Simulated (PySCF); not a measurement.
Point-charge models of `CN(C)c1pc(F)cs1` against its computed dipole.

Coordinates (GFN2-xTB, Å) and charges (e) from the PBE0/pcSseg-1 density (PySCF):

| atom | x | y | z | Mulliken | IAO | Hirshfeld | ESP-fitted |
| --- | --- | --- | --- | --- | --- | --- | --- |
| C1 | -1.728 | 1.156 | -0.418 | -0.0715 | -0.3153 | -0.0642 | -0.2676 |
| N2 | -1.017 | 0.024 | 0.115 | -0.6563 | -0.1282 | -0.0423 | +0.1517 |
| C3 | -1.718 | -1.202 | 0.391 | -0.0748 | -0.3090 | -0.0609 | -0.3676 |
| C4 | 0.333 | -0.033 | 0.012 | -0.1908 | -0.2463 | -0.0220 | -0.1369 |
| P5 | 1.280 | -1.432 | 0.417 | +0.3245 | +0.1596 | -0.0299 | -0.2132 |
| C6 | 2.785 | -0.560 | 0.060 | +0.0719 | +0.0774 | +0.0026 | +0.3907 |
| F7 | 3.966 | -1.187 | 0.216 | -0.2739 | -0.2625 | -0.0900 | -0.1784 |
| C8 | 2.749 | 0.718 | -0.373 | -0.2867 | -0.3874 | -0.1278 | -0.5492 |
| S9 | 1.174 | 1.393 | -0.531 | +0.2099 | +0.3145 | +0.1004 | +0.1060 |
| H10 | -1.347 | 2.074 | 0.035 | +0.1445 | +0.1550 | +0.0413 | +0.0930 |
| H11 | -1.606 | 1.238 | -1.504 | +0.1270 | +0.1420 | +0.0389 | +0.1118 |
| H12 | -2.786 | 1.062 | -0.185 | +0.1285 | +0.1584 | +0.0588 | +0.1346 |
| H13 | -2.763 | -0.986 | 0.603 | +0.1230 | +0.1535 | +0.0560 | +0.1481 |
| H14 | -1.269 | -1.684 | 1.262 | +0.1519 | +0.1610 | +0.0431 | +0.1405 |
| H15 | -1.656 | -1.902 | -0.450 | +0.1275 | +0.1434 | +0.0405 | +0.1455 |
| H16 | 3.596 | 1.329 | -0.620 | +0.1453 | +0.1840 | +0.0555 | +0.2911 |

Task: What dipole does each set of charges give (1 e·Å = 4.803 D), and what does the density give?

Result: The full density gives (-4.06, 1.91, -0.66) D, 4.53 D in size; dipole vectors point from the negative to the positive end.

| scheme | μx | μy | μz | size (D) | share of the full size (%) | angle to the full dipole (°) |
| --- | --- | --- | --- | --- | --- | --- |
| Mulliken | -5.45 | 0.34 | -0.44 | 5.48 | 121 | 22 |
| IAO | -6.12 | 2.05 | -0.65 | 6.49 | 143 | 7 |
| Hirshfeld | -3.50 | 1.25 | -0.34 | 3.73 | 82 | 6 |
| ESP-fitted | -4.06 | 1.89 | -0.67 | 4.53 | 100 | 0 |

Task: Which set comes closest?

Result: Length of the difference vector: ESP-fitted 0.02 D, Hirshfeld 0.92 D, IAO 2.07 D, Mulliken 2.10 D. Closest: ESP-fitted. ESP charges are fitted to the potential around the molecule, whose slowest-falling term is the dipole's. 

Task: What is left for the Hirshfeld atoms' own dipoles?

Result: The Hirshfeld atoms' densities add up to the full density, so μ = Σ q r + Σ (atomic dipoles). The atomic dipoles sum to (-4.06, 1.91, -0.66) − (-3.50, 1.25, -0.34) = (-0.56, 0.66, -0.32) D, 0.92 D in size.

Task: With the origin at the mean of the coordinates, (0.000, 0.001, -0.061) Å, which are the largest single terms, by size, of the ESP-fitted dipole along the direction of the full one?

Result: C8 +5.58, C6 -5.16, H16 -3.61, F7 +3.51, C1 -2.68 D; all 16 atoms together +4.53 D. The single terms depend on the origin, their sum doesn't.

Task: Give the size of the full dipole in other units.

Result: 4.53 D = 1.784 au = 0.944 e·Å = 15.13 × 10⁻³⁰ C·m.

Isolated species at its GFN2-xTB geometry, gas phase.

The values belong to the conformer `[CH3:1][N:2]([CH3:3])[c:4]1[p:5][c:6]([F:7])[cH:8][s:9]1`: C1–N2–C4–P5 -171°.
